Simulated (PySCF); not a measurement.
Compound: FH5SeSi2.
Numbering: `[F:1][SiH2:2][Se:3][SiH3:4]` (hydrogens: H5, H6 on Si2; H7, H8, H9 on Si4)

Theory: TDDFT wB97X-D/def2-SVPD, vertical, gas phase, core orbitals frozen in the response in PySCF 2.14.0, density-fitted response routines. Isolated species at its PBE0-D3(BJ)/def2-SVP geometry (one conformer only). Relativistic effects, spin–orbit coupling among them, are left out although an element past zinc is present. Torsions of this conformer, `[F:1][SiH2:2][Se:3][SiH3:4]`: F1–Si2–Se3–Si4 -59°.

Each state is given a Gaussian of 0.25 eV full width at half maximum, with ε(max) = 2.175×10⁸ f / Δν̃ (Δν̃ the width in cm⁻¹). The width is an assumption, not a result. The curve ends short of the highest state used, and states not computed would add to its high-energy end.

(E (eV), ε (L mol⁻¹ cm⁻¹)): (5.32, 2), (5.39, 17), (5.45, 75), (5.52, 274), (5.59, 652), (5.66, 1008), (5.72, 1062), (5.79, 892), (5.86, 954), (5.93, 1536), (6.00, 2260), (6.06, 2587), (6.13, 2564), (6.20, 2196), (6.27, 1495), (6.33, 824), (6.40, 286), (6.47, 65), (6.54, 10), (6.60, 4), (6.67, 23), (6.74, 140), (6.81, 545), (6.87, 1238), (6.94, 2171), (7.01, 2571), (7.08, 2406), (7.14, 2545), (7.21, 3691), (7.28, 5716)

Task: Where are the band maxima, and which computed states make them?

Result: 217 nm (5.70 eV), ε about 1100, made up of S1 (98%); 204 nm (6.09 eV), ε about 2600, made up of S2 (61%) and S3 (39%); 177 nm (7.01 eV), ε about 2600, made up of S4 (94%) (ε in L mol⁻¹ cm⁻¹; maxima over ε = 5, shares over 10%). At its high-energy end, 7.28 eV, the curve is still rising (ε about 5700, from S5 and S6). The states used: S1 5.69 eV (f 0.0098); S2 6.02 eV (f 0.018); S3 6.20 eV (f 0.016); S4 6.99 eV (f 0.023); S5 7.27 eV (f 0.027); S6 7.43 eV (f 0.071); S7 7.64 eV (f 0.0008); S8 7.77 eV (f 0.052); S9 7.78 eV (f 0.011); S10 7.88 eV (f 0.0076).

Task: Coming from long wavelengths, where does ε first pass 100 L mol⁻¹ cm⁻¹?

Result: At about 227 nm (5.46 eV), 0.23 eV below S1.

Task: What would ε be at 6.09 eV, the highest of these maxima, with half the width (0.125 eV)?

Result: About 2110 L mol⁻¹ cm⁻¹ against 2620, a factor of about 0.8; a lone state at its own centre would give exactly 2.

Task: On this curve, what absorbance would a 10⁻⁴ mol/L sample give at 193 nm over a 1 cm path?

Result: 193 nm is 6.424 eV, where ε is about 180 L mol⁻¹ cm⁻¹, so A = ε c l ≈ 0.018 (Beer–Lambert, with the gas-phase spectrum and the assumed width).

All these states lie below the vertical ionisation energy of 9.46 eV (ΔSCF).
